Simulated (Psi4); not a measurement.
**Worked example: ideal-gas entropy of BSiH3Cl2O (SMILES [SiH3]OB(Cl)Cl)**

A singlet with charge 0, relaxed at PBE0-D4/def2-TZVP (density fitting) (Psi4 1.11):

```xyz
8

Si   -0.3989   -0.2726    1.1335
O    -0.1764    0.6825   -0.2163
B     0.2954    0.4325   -1.4372
Cl    0.8506   -1.1800   -1.8892
Cl    0.3720    1.7154   -2.6249
H    -0.9778    0.6173    2.1625
H     0.9081   -0.8089    1.5788
H    -1.3322   -1.3754    0.8067
```

Harmonic wavenumbers in cm⁻¹: 76, 97, 107, 247, 347, 512, 526, 719, 728, 847, 941, 954, 958, 963, 1395, 2250, 2258, 2271.

Masses in u: Si 28.085, O 15.999, B 10.81, Cl 35.45, H 1.008. Take T = 298.15 K, p = 1 bar, R = 8.3145 J/(mol K), kT/hc = 207.22 cm⁻¹, rigid rotor and harmonic oscillator.

Question: Compute the standard molar entropy.

Answer: 
1. Translation (Sackur–Tetrode): S = R[3/2 ln M + 5/2 ln T − 1.1517] with M = 128.818 gives 169.4 J/(mol K).
2. Rotation: principal moments 148.605, 330.091, 472.712 u Å² give A, B, C = 0.1134, 0.0511, 0.0357 cm⁻¹; the symmetry number is σ = 1; q = (√π/σ)√((kT/hc)³/ABC) = 367596; S = R(ln q + 3/2) = 119.0.
3. Vibration: with u = ν̃/207.22, each mode gives R[u/(eᵘ − 1) − ln(1 − e⁻ᵘ)]; the sum is 67.7, most from 76 cm⁻¹ (16.7), 97 cm⁻¹ (14.7), 107 cm⁻¹ (13.9).
4. Spin: R ln 1 = 0.0.
5. Sum: 169.4 + 119.0 + 67.7 + 0.0 = 356.1 J/(mol K).

No measured value is set beside it here. Where a soft mode is a torsion, a harmonic oscillator describes it poorly.
